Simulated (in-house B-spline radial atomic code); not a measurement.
Checks on a self-consistent run for Hf, [Xe] 4f14 5d2 6s2. Level of theory: Dirac-Hartree-Fock, average of configuration, Fermi nucleus of rms radius 5.347 fm; calculated with a radial B-spline atomic code at the basis-set limit.

```json
{"orbital": "1s1/2", "q": "2", "ε (Eh)": "-2416.41811", "<1/r>": "83.775", "<r²>": "0.000495039", "small-component weight": "0.073343"}
{"orbital": "2s1/2", "q": "2", "ε (Eh)": "-418.11549", "<1/r>": "20.3234", "<r²>": "0.00757441", "small-component weight": "0.016565"}
{"orbital": "2p1/2", "q": "2", "ε (Eh)": "-398.42421", "<1/r>": "20.2478", "<r²>": "0.00544603", "small-component weight": "0.016583"}
{"orbital": "2p3/2", "q": "4", "ε (Eh)": "-354.52905", "<1/r>": "17.2185", "<r²>": "0.00664726", "small-component weight": "0.015067"}
{"orbital": "3s1/2", "q": "2", "ε (Eh)": "-97.43883", "<1/r>": "7.47074", "<r²>": "0.0494418", "small-component weight": "0.0054391"}
{"orbital": "3p1/2", "q": "2", "ε (Eh)": "-88.73927", "<1/r>": "7.37218", "<r²>": "0.0456321", "small-component weight": "0.0053658"}
{"orbital": "3p3/2", "q": "4", "ε (Eh)": "-79.17838", "<1/r>": "6.59647", "<r²>": "0.0522102", "small-component weight": "0.004941"}
{"orbital": "3d3/2", "q": "4", "ε (Eh)": "-64.65718", "<1/r>": "6.46838", "<r²>": "0.0408242", "small-component weight": "0.004797"}
{"orbital": "3d5/2", "q": "6", "ε (Eh)": "-62.59318", "<1/r>": "6.28265", "<r²>": "0.04264", "small-component weight": "0.0046765"}
{"orbital": "4s1/2", "q": "2", "ε (Eh)": "-20.75132", "<1/r>": "3.10423", "<r²>": "0.248046", "small-component weight": "0.0017386"}
{"orbital": "4p1/2", "q": "2", "ε (Eh)": "-17.14477", "<1/r>": "2.99063", "<r²>": "0.257982", "small-component weight": "0.001649"}
{"orbital": "4p3/2", "q": "4", "ε (Eh)": "-14.93624", "<1/r>": "2.735", "<r²>": "0.292534", "small-component weight": "0.0015014"}
{"orbital": "4d3/2", "q": "4", "ε (Eh)": "-9.00112", "<1/r>": "2.5093", "<r²>": "0.325755", "small-component weight": "0.0013041"}
{"orbital": "4d5/2", "q": "6", "ε (Eh)": "-8.58790", "<1/r>": "2.44395", "<r²>": "0.339721", "small-component weight": "0.0012599"}
{"orbital": "5s1/2", "q": "2", "ε (Eh)": "-2.95231", "<1/r>": "1.15263", "<r²>": "1.49692", "small-component weight": "0.00034562"}
{"orbital": "5p1/2", "q": "2", "ε (Eh)": "-1.82170", "<1/r>": "1.02694", "<r²>": "1.86906", "small-component weight": "0.00028095"}
{"orbital": "5p3/2", "q": "4", "ε (Eh)": "-1.51937", "<1/r>": "0.935769", "<r²>": "2.19285", "small-component weight": "0.00024048"}
{"orbital": "4f5/2", "q": "6", "ε (Eh)": "-1.18214", "<1/r>": "1.9515", "<r²>": "0.544655", "small-component weight": "0.00085333"}
{"orbital": "4f7/2", "q": "8", "ε (Eh)": "-1.11040", "<1/r>": "1.92132", "<r²>": "0.565431", "small-component weight": "0.00083276"}
{"orbital": "5d3/2", "q": "0.8", "ε (Eh)": "-0.24731", "<1/r>": "0.565817", "<r²>": "6.69659", "small-component weight": "8.8969e-05"}
{"orbital": "5d5/2", "q": "1.2", "ε (Eh)": "-0.23553", "<1/r>": "0.545193", "<r²>": "7.17582", "small-component weight": "8.2456e-05"}
{"orbital": "6s1/2", "q": "2", "ε (Eh)": "-0.23969", "<1/r>": "0.339463", "<r²>": "15.6363", "small-component weight": "3.1153e-05"}
```

Electron-electron repulsion V_ee = 5625.8163 hartree.

**Question.** What total energy follows from the eigenvalues?

**Answer.** The eigenvalues count the repulsion twice, so E = Σqε - V_ee = -9462.920 - 5625.816 = -15088.736 hartree; the run printed -15088.736.

**Question.** Does the Dirac virial theorem hold?

**Answer.** For a point nucleus E = -2c²Σq·w, with w the small-component weight. Here Σq·w = 0.40165 and c = 137.0360, so the ratio E/(-2c²Σq·w) is 1.000231; the finite nucleus accounts for the departure from 1.

**Question.** What diamagnetic shielding (Lamb formula) and susceptibility (Langevin formula) do the radii give?

**Answer.** σ = (α²/3)Σq<1/r> = 522.006/(3·137.036²) = 9265.8 ppm, and χ = -0.79199×10⁻⁶·Σq<r²> = -59.34×10⁻⁶ cm³/mol with Σq<r²> = 74.931 bohr². Both are non-relativistic formulas without the paramagnetism of open shells; for so heavy an element the full relativistic shielding is larger by tens of per cent.
